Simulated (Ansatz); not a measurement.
The cluster BiTe₂. The state is a doublet with charge 0. Geometry B3LYP-D4/def2-SVP; atoms count from 1.

| atom | x (Å) | y (Å) | z (Å) |
| --- | --- | --- | --- |
| Bi1 | -0.6280 | -0.0804 | 1.5399 |
| Te2 | 1.6163 | 0.1745 | -0.2318 |
| Te3 | -0.9883 | -0.0941 | -1.3081 |

In the def2 sets Bi, Te take a core potential; there is no spin–orbit coupling. The structure comes from a short search, and lower isomers may exist.

**Question.** Estimate the Mulliken populations from the PBE0/def2-TZVP orbitals of Ansatz.

**Answer.** 
```json
{"atom": "Bi1", "charge (e)": "0.28", "spin (α − β)": "0.99"}
{"atom": "Te2", "charge (e)": "-0.14", "spin (α − β)": "0.01"}
{"atom": "Te3", "charge (e)": "-0.14", "spin (α − β)": "0.01"}
```
Mulliken values depend strongly on the basis.

**Question.** Where does the spin sit?

**Answer.** Summed by element: Bi 0.99, Te 0.01, of 1 unpaired in all. Largest on single atoms: Bi1 0.99, Te2 0.01, Te3 0.01.

**Question.** And the Mayer bond orders between heavy atoms (over 0.3)?

**Answer.** Bi1–Te2 1.10 (2.87 Å); Bi1–Te3 1.10 (2.87 Å); Te2–Te3 1.07 (2.83 Å).
